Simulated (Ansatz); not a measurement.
C3H6FNSi can be A, `F[SiH2]C1C=NC1`, or B, `C=N/C(F)=C/[SiH3]`.

Calculated with Ansatz (gas phase, PBE0-D4/def2-TZVP geometries, no zero-point term in ΔE). CCSD(T)/CBS is the MP2 limit (def2-TZVPP, def2-QZVPP) plus CCSD(T) − MP2 in def2-TZVPP, frozen cores. DFT in def2-TZVPP. B3LYP here is the variant with VWN-RPA as its local correlation; programs differ in this. Each species was taken in one conformer, which may not be the lowest.

A:

```xyz
12

F    -2.0096    0.8025    1.7606
Si   -0.5038    0.9096    1.2246
C    -0.3662    0.1024   -0.4488
C    -0.3735   -1.3933   -0.4957
N     0.8416   -1.6168   -0.8319
C     1.1011   -0.1634   -0.9068
H     0.3803    0.2128    2.1904
H    -0.1536    2.3491    1.1357
H    -1.0084    0.6056   -1.1782
H    -1.1396   -2.1411   -0.2942
H     1.3287    0.1726   -1.9199
H     1.9030    0.1599   -0.2358
```

B:

```xyz
12

C     0.9891   -1.2259    2.2825
N     1.2541   -0.6507    1.1828
C     0.2333   -0.2048    0.3791
F    -1.0234   -0.4166    0.8308
C     0.4059    0.4084   -0.7892
Si   -0.9921    1.0030   -1.8607
H    -0.0247   -1.3978    2.6487
H     1.8202   -1.5671    2.8952
H     1.4411    0.5404   -1.0809
H    -1.8148    2.0151   -1.1480
H    -1.8732   -0.1255   -2.2591
H    -0.4154    1.6214   -3.0813
```

Which is lower in electronic energy at CCSD(T)/CBS, and by how much? (An estimate is asked.)

Ansatz gave: A, by 40.0 kcal/mol.

Give E(B) − E(A) in kcal/mol with B3LYP, CCSD(T)/def2-TZVPP, CCSD/def2-TZVPP, MP2/def2-TZVPP, r2SCAN-D4, B2PLYP, B3LYP-D4. (Best estimate.)

The calculation gave: B3LYP 31.9, CCSD(T)/def2-TZVPP 38.6, CCSD/def2-TZVPP 39.5, MP2/def2-TZVPP 43.0, r2SCAN-D4 34.3, B2PLYP 35.8, B3LYP-D4 32.6. None reverses the order clearly.

Largest T1 diagnostic: 0.014.

In def2-TZVPP, CCSD(T) changes the Hartree–Fock value by +3.6 kcal/mol (the triples alone add −0.8 kcal/mol) and MP2 by +7.9 kcal/mol. From PBE to PBE0 (25 % exact exchange), in def2-TZVPP and without D4, E(B) − E(A) moves by +3.9 kcal/mol.
